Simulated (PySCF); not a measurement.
Compound: CH15NSi5.
SMILES: `[SiH3]N([SiH3])C([SiH3])([SiH3])[SiH3]`

Computed with PBE0-D3(BJ)/def2-SVP geometry optimisation, gas phase (PySCF).

Masses are those of the commonest isotopes; rigid-rotor values at the optimised geometry. 

Give the principal moments of inertia and the rotational constants in cm⁻¹.

Ia = 478.71, Ib = 568.22, Ic = 706.22 u·Å²; 505379 MHz·u·Å²/I gives 1056, 889.4 and 715.6 MHz, that is A = 0.03521, B = 0.02967, C = 0.02387 cm⁻¹.

What kind of rotor is it?

An asymmetric top. Ray's parameter κ = (2B − A − C)/(A − C) = 0.022; −1 is the prolate and +1 the oblate limit.

Is it planar, by Δ = Ic − Ia − Ib?

Not planar: Δ = Ic − Ia − Ib = -340.71 u·Å². For a rigid frame Δ = −2 Σ m c², so Σ m c² = 170.36 u·Å² lies off the ab plane: 34.36 from hydrogen and 135.99 from heavier atoms. The atom farthest from that plane is 2.53 Å away.

Give the other two planar moments, Paa and Pbb, and the rms extents of the mass along the axes.

Paa = Σ m a² = (Ib + Ic − Ia)/2 = 397.87 and Pbb = Σ m b² = (Ia + Ic − Ib)/2 = 308.36 u·Å². With the mass M = 181.01 u, the rms extents √(P/M) along a, b and c are 1.48, 1.31, 0.97 Å.

Give the coordinates in the principal-axis frame, origin at the centre of mass.

The sense of each axis is arbitrary; atoms in the order of the calculation.
| atom | mass (u) | a (Å) | b (Å) | c (Å) |
| --- | --- | --- | --- | --- |
| Si1 | 27.977 | 1.819 | 1.522 | -0.096 |
| N2 | 14.003 | 0.939 | -0.003 | -0.085 |
| Si3 | 27.977 | 1.809 | -1.532 | -0.105 |
| C4 | 12.000 | -0.554 | 0.003 | 0.014 |
| Si5 | 27.977 | -1.399 | 1.502 | -0.826 |
| Si6 | 27.977 | -1.412 | -1.496 | -0.814 |
| Si7 | 27.977 | -1.018 | 0.004 | 1.869 |
| H8 | 1.008 | 1.486 | 2.322 | -1.316 |
| H9 | 1.008 | 3.272 | 1.199 | -0.104 |
| H10 | 1.008 | 1.497 | 2.362 | 1.097 |
| H11 | 1.008 | 3.264 | -1.218 | -0.144 |
| H12 | 1.008 | 1.509 | -2.366 | 1.098 |
| H13 | 1.008 | 1.447 | -2.336 | -1.314 |
| H14 | 1.008 | -1.119 | 1.526 | -2.293 |
| H15 | 1.008 | -2.869 | 1.375 | -0.600 |
| H16 | 1.008 | -0.940 | 2.788 | -0.218 |
| H17 | 1.008 | -0.969 | -2.779 | -0.190 |
| H18 | 1.008 | -2.881 | -1.348 | -0.592 |
| H19 | 1.008 | -1.132 | -1.539 | -2.281 |
| H20 | 1.008 | -0.467 | -1.222 | 2.519 |
| H21 | 1.008 | -2.503 | 0.026 | 2.052 |
| H22 | 1.008 | -0.429 | 1.208 | 2.528 |

Where do the levels up to J = 2 lie, in K?

Above 0(0,0), as E/k:
J = 1: 1(0,1) 0.077, 1(1,1) 0.085, 1(1,0) 0.093
J = 2: 2(0,2) 0.227, 2(1,2) 0.231, 2(1,1) 0.256, 2(2,1) 0.280, 2(2,0) 0.284
Those of J = 1 are B + C, A + C and A + B.

Which lines would a microwave search look for?

The dipole components are |μa| = 0.09 D, |μb| = 0.00 D, |μc| = 0.11 D; the mirror of this Cs structure is the ac plane, so μb vanishes by symmetry and there are no b-type lines. The squared components, which scale the intensities, stand as 0.66 : 1.00 (a : c). Some lines, for components of 0.1 D or more:

```
type  branch         J(Ka,Kc)    MHz  lower level (cm⁻¹)
   c       Q  3(2,2) ← 3(1,2)    310               0.345
   c       Q  5(3,3) ← 5(2,3)    440               0.873
   c       Q  4(3,2) ← 4(2,2)    720               0.593
   c       Q  3(3,1) ← 3(2,1)    974               0.366
   c       Q  5(4,2) ← 5(3,2)   1265               0.904
   c       Q  4(4,1) ← 4(3,1)   1519               0.622
   c       R  1(1,0) ← 0(0,0)   1945               0.000
   c       Q  5(5,1) ← 5(4,1)   2053               0.949
   c       R  2(1,1) ← 1(0,1)   3724               0.054
   c       R  2(2,0) ← 1(1,0)   3965               0.065
   c       R  2(2,1) ← 1(1,1)   4057               0.059
   c       R  3(1,2) ← 2(0,2)   5600               0.158
   c       R  3(2,1) ← 2(1,1)   5650               0.178
   c       R  3(2,2) ← 2(1,2)   5835               0.160
   c       R  3(3,0) ← 2(2,0)   6070               0.197
   c       R  3(3,1) ← 2(2,1)   6125               0.194
   c       R  4(1,3) ← 3(0,3)   7556               0.310
   c       R  4(3,2) ← 3(2,2)   7842               0.355
   c       R  4(4,0) ← 3(3,0)   8196               0.400
   c       R  4(4,1) ← 3(3,1)   8217               0.399
   c       R  5(3,2) ← 4(2,2)   9344               0.593
   c       R  5(1,4) ← 4(0,4)   9517               0.509
   c       R  5(2,4) ← 4(1,4)   9561               0.510
   c       R  5(3,3) ← 4(2,3)   9623               0.567
   c       R  5(4,1) ← 4(3,1)   9787               0.622
   c       R  5(4,2) ← 4(3,2)   9890               0.617
   c       R  5(5,0) ← 4(4,0)  10316               0.673
```

Estimate the classical rotational partition function at 100 K, 200 K and 298.15 K.

Point group Cs, symmetry number σ = 1; q = (√π/σ)·√((kT/h)³/(ABC)), k/h = 20836.6 MHz/K: 206000 at 100 K, 582000 at 200 K, 1060000 at 298.15 K.

No frequency check. Zero-point vibration and centrifugal distortion are left out. A rigid rotor knows nothing of internal rotation, which can split or shift real lines. Quadrupole hyperfine structure (14N) is left out.

Hardware: an Arm Neoverse N1 with one thread, no GPU (shared host). Cost: 4.0 min wall, 0.89 GiB resident at most. This is the geometry optimisation.

The values belong to the conformer `[SiH3:1][N:2]([SiH3:3])[C:4]([SiH3:5])([SiH3:6])[SiH3:7]`: Si1–N2–C4–Si5 33°.
